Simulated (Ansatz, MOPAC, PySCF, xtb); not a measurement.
Donor–acceptor adduct: BH3 (SMILES B) (first 4 atoms) with C2H6S (SMILES CSC); geometry from B3LYP-D3(BJ)/def2-TZVP, rigid monomers moved along the line of their centres of mass till B1···S6 is 3.49 Å.
(charge 0, multiplicity 1):
```xyz
13

B     -0.3293     0.6027     0.7595
H      0.0017    -0.2209    -0.0559
H     -1.4951     0.9039     0.7056
H      0.4334     1.5290     0.8904
C      1.8995    -1.1685     4.0838
S      0.1266    -0.9027     3.8789
C     -0.1497     0.3714     5.1264
H      2.1028    -1.5832     5.0695
H      2.2009    -1.8770     3.3153
H      2.4254    -0.2266     3.9365
H      0.0388    -0.0323     6.1196
H     -1.1916     0.6725     5.0412
H      0.4937     1.2251     4.9194
```

```tsv
level	interaction energy (kcal/mol)	cost
AM1	-1.70	-
PM3	-4.39	-
GFN2-xTB	-1.50	-
r2SCAN-D4/def2-TZVPPD	-6.50	×2
B3LYP/3-21G (no counterpoise)	-6.49	-
B3LYP/6-31G*	-4.90	-
B3LYP/def2-TZVPPD	-4.85	×2
B3LYP-D4/def2-TZVPPD	-6.17	×2
PBE0-D3(BJ)/def2-TZVPPD	-6.14	×1
M06-2X/6-31G* (no counterpoise)	-5.68	-
wB97M-V/def2-TZVPPD	-5.52	×3
MP2/6-31G* (no counterpoise)	-5.17	-
SCS-MP2/aug-cc-pV(D+d)Z	-4.81	-
CCSD(T)/aug-cc-pV(D+d)Z	-5.13	×20
```

The rows run from -6.50 (r2SCAN-D4/def2-TZVPPD) to -1.50 kcal/mol (GFN2-xTB). The dispersion term adds -1.32 in B3LYP-D4.

Interaction energies are E(AB) − E(A) − E(B) at the monomers' geometry in the complex; basis-set methods are counterpoise corrected. Rows marked so take none.

Correlated levels freeze the cores. Rows in 3-21G, 6-31G* carry no dispersion term and start afresh at each structure (6-31G* with six Cartesian d functions). MP2/6-31G* freezes PySCF's default core. The state that AM1, PM3 reach isn't checked.

Run with Ansatz (Gaussian orbitals); MOPAC for AM1, PM3 (differences of heats of formation); PySCF for 3-21G rows, 6-31G* rows, the dispersion terms; xtb for the GFN methods. 

Costs are rough ratios of core time to PBE/def2-TZVPPD (about 10 s over the structures, on one shared machine); a dash marks a level with no comparable run of its own.

Ansatz is a quantum-chemistry and plane-wave program.
